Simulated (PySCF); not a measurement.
**From computed data to an observable: chemical shift, span and skew from a shielding tensor**

Si(F)2(Me)(Cl) (CH3ClF2Si), SMILES [Si](F)(C)(Cl)F. Atoms are numbered in the order given.

```xyz
8

C      1.5131     1.2629     0.0000
Si    -0.0721     0.3236     0.0000
F     -0.9647     0.6955     1.2908
F     -0.9647     0.6955    -1.2908
Cl     0.2215    -1.7059     0.0000
H      2.1069     1.0135     0.8926
H      2.1069     1.0135    -0.8926
H      1.3166     2.3465     0.0000
```
Charge 0, spin multiplicity 1.

Geometry optimised at B3LYP-D3(BJ)/def2-SVP.

GIAO shieldings from PBE/pcSseg-1 (PySCF), non-relativistic, no solvent. The symmetric part of the tensor of F3 has the principal values 213.4, 264.0, 350.8 ppm. The same nucleus in CFCl3 has σ = 133.6 ppm at this level (PySCF, at its B3LYP-D3(BJ)/def2-TZVP geometry). Without spin–orbit terms, shifts of atoms bonded to Cl or Br come out too high.

Task: Work out the isotropic shielding, the ¹⁹F shift against CFCl3, the span and the skew.

Result: 
σ(iso) = (σ11 + σ22 + σ33)/3 = 276.1 ppm. δ = σ(ref) − σ(iso) = 133.6 − (276.1) = -142.5 ppm.
Span Ω = σ33 − σ11 = 137.4 ppm. Skew κ = 3(σ(iso) − σ22)/Ω = 0.26. Tumbling in solution averages the tensor to δ; in a static solid the shielding alone would spread this spin-1/2 line over Ω.
